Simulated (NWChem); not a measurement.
System meant: WSOBrF; SMILES [W]([F])(=[O])([Br])=[S]

Input file for NWChem:

```
start job
memory heap 200 mb stack 900 mb global 1100 mb
geometry units angstroms noautoz
  W     -0.211719    -0.350291    -0.009339
  O     -0.921604    -0.760518     1.493443
  S      1.630413    -1.444268    -0.132680
  F     -1.338394    -0.884513    -1.403893
  Br     0.326238     2.006338     0.045026
end
basis spherical
  W library def2-svp
  O library def2-svp
  S library def2-svp
  F library def2-svp
  Br library def2-svp
end
ecp
  W library def2-ecp
end
dft
  odft
  mult 2
  xc xpbe96 cpbe96
  iterations 150
  mulliken
end
task dft energy
```

End of the output:

```
 ==============================================================================
                                 internuclear angles
 ------------------------------------------------------------------------------
        center 1       |       center 2       |       center 3       |  degrees
 ------------------------------------------------------------------------------
    2 O                |   1 W                |   3 S                |   106.51
    2 O                |   1 W                |   4 F                |   109.65
    2 O                |   1 W                |   5 Br               |   107.82
    3 S                |   1 W                |   4 F                |   109.18
    3 S                |   1 W                |   5 Br               |   107.89
    4 F                |   1 W                |   5 Br               |   115.41
 ------------------------------------------------------------------------------
                            number of included internuclear angles:          6
 ==============================================================================

 Summary of "ao basis" -> "" (spherical)
 ------------------------------------------------------------------------------
       Tag                 Description            Shells   Functions and Types
 ---------------- ------------------------------  ------  ---------------------
 W                          def2-svp                12       32   6s3p2d1f
 O                          def2-svp                 6       14   3s2p1d
 S                          def2-svp                 8       18   4s3p1d
 F                          def2-svp                 6       14   3s2p1d
 Br                         def2-svp                12       32   5s4p3d

 Summary of "ao basis" -> "ao basis" (spherical)
 ------------------------------------------------------------------------------
       Tag                 Description            Shells   Functions and Types
 ---------------- ------------------------------  ------  ---------------------
 W                          def2-svp                12       32   6s3p2d1f
 O                          def2-svp                 6       14   3s2p1d
 S                          def2-svp                 8       18   4s3p1d
 F                          def2-svp                 6       14   3s2p1d
 Br                         def2-svp                12       32   5s4p3d

  number of electrons :                   82
  multiplicity        :                    2
 ------------------------------------------------------------------------
  no. of electrons and multiplicity not compatible                  82
 ------------------------------------------------------------------------
 ------------------------------------------------------------------------
  current input line :
    27: task dft energy
 ------------------------------------------------------------------------
 ------------------------------------------------------------------------
 There is an error in the input file
 ------------------------------------------------------------------------
 For more information see the NWChem manual at https://nwchemgit.github.io

0: no. of electrons and multiplicity not compatible:Received an Error in Communication
```

Question: Can this run be used? If not, why, and what is the fix?

Answer: The program refused the input. Cause: the multiplicity doesn't fit the number of electrons (an even count wants an odd multiplicity, and the reverse). This input runs:
```
start job
memory heap 200 mb stack 900 mb global 1100 mb
geometry units angstroms noautoz
  W     -0.211719    -0.350291    -0.009339
  O     -0.921604    -0.760518     1.493443
  S      1.630413    -1.444268    -0.132680
  F     -1.338394    -0.884513    -1.403893
  Br     0.326238     2.006338     0.045026
end
basis spherical
  W library def2-svp
  O library def2-svp
  S library def2-svp
  F library def2-svp
  Br library def2-svp
end
ecp
  W library def2-ecp
end
dft
  xc xpbe96 cpbe96
  iterations 150
  mulliken
end
task dft energy
```
It converges to -3213.48477 Ha (PBE/def2-SVP with def2 effective core potentials on W).
